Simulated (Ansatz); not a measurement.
CH8FNOSi2, SMILES C[Si@@H](O)[Si@H](N)F.

Geometry: PBE0-D3(BJ)/def2-SVP. The structure was generated by enumeration; whether it is a known compound was not checked. The values are those of a single conformer.

Two levels are set side by side: PBE/def2-SVPD (Ansatz, a quantum-chemistry and plane-wave program) and CAM-B3LYP/def2-SVPD (Ansatz). Energy differences of separate SCF runs at the same geometry; the states with an electron removed or added have multiplicity 2 and 2. Differences are taken from unrounded values.

```csv
quantity,PBE
vertical ionisation energy (eV),9.12
vertical singlet–triplet gap (eV),4.82
```

### Question
These are the PBE values. What does CAM-B3LYP give? (The exact figures need the calculation; the answer reports its results.)

### Answer

```json
[
 {"quantity": "vertical ionisation energy (eV)", "CAM-B3LYP": "9.79", "PBE minus CAM-B3LYP": "-0.68"},
 {"quantity": "vertical singlet–triplet gap (eV)", "CAM-B3LYP": "5.54", "PBE minus CAM-B3LYP": "-0.72"}
]
```
